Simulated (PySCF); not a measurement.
Numbering as in the mapped SMILES `[CH3:1][P:2]([c:3]1[cH:4][cH:5][cH:6][cH:7][cH:8]1)[c:9]1[cH:10][cH:11][cH:12][cH:13][cH:14]1`. Each H is labelled by its parent atom.

Geometry: PBE0-D3(BJ)/def2-SVP; GIAO shifts from PySCF 2.14.0 with density-fitted response routines, gas phase, non-relativistic, averaged over equivalent atoms.

At HF/pcSseg-1 (310 basis functions, 50 s wall time on 1 thread of an x86-64 server CPU, shared host):
| atoms | δ (ppm) |
| --- | --- |
| C3/C9 | 150.4 |
| C4/C8/C10/C14 | 142.0 |
| C6/C12 | 136.6 |
| C5/C7/C11/C13 | 135.1 |
| C1 | 16.4 |
| P2 | -41.8 |
| H(C4)/H(C8)/H(C10)/H(C14) | 7.55 |
| H(C6)/H(C12) | 7.49 |
| H(C5)/H(C7)/H(C11)/H(C13) | 7.46 |
| H(C1) | 1.45 |

References, each an isolated molecule treated in the same way: $^{13}$C (σref 190.85), $^{1}$H (σref 31.69) against TMS; $^{31}$P (σref 356.22) against H3PO4.

Estimate the result of repeating the calculation with PBE0/pcSseg-1.

Results:


```json
{"atoms": "C3/C9", "δ at PBE0/pcSseg-1": "150.4", "change": "+0.0"}
{"atoms": "C4/C8/C10/C14", "δ at PBE0/pcSseg-1": "139.1", "change": "-2.9"}
{"atoms": "C6/C12", "δ at PBE0/pcSseg-1": "133.6", "change": "-3.0"}
{"atoms": "C5/C7/C11/C13", "δ at PBE0/pcSseg-1": "133.6", "change": "-1.5"}
{"atoms": "C1", "δ at PBE0/pcSseg-1": "17.3", "change": "+0.9"}
{"atoms": "P2", "δ at PBE0/pcSseg-1": "-41.8", "change": "+0.0"}
{"atoms": "H(C4)/H(C8)/H(C10)/H(C14)", "δ at PBE0/pcSseg-1": "7.46", "change": "-0.09"}
{"atoms": "H(C6)/H(C12)", "δ at PBE0/pcSseg-1": "7.38", "change": "-0.11"}
{"atoms": "H(C5)/H(C7)/H(C11)/H(C13)", "δ at PBE0/pcSseg-1": "7.40", "change": "-0.06"}
{"atoms": "H(C1)", "δ at PBE0/pcSseg-1": "1.45", "change": "+0.00"}
```

Referencing at the same level of theory: $^{13}$C (σ = 184.41 ppm) and $^{1}$H (σ = 31.27 ppm) vs TMS; $^{31}$P (σ = 310.13 ppm) against H3PO4.

The largest change is at C4/C8/C10/C14 (aromatic CH). Cost: 310 basis functions, 76 s wall time on 1 thread of an x86-64 server CPU, shared host. The order of the carbon signals is the same at both levels.

The carbons averaged at δ 142.0 differ by 9 ppm in this conformer. Experimental scales use liquid or dissolved standards, which lie at an offset from isolated H3PO4.
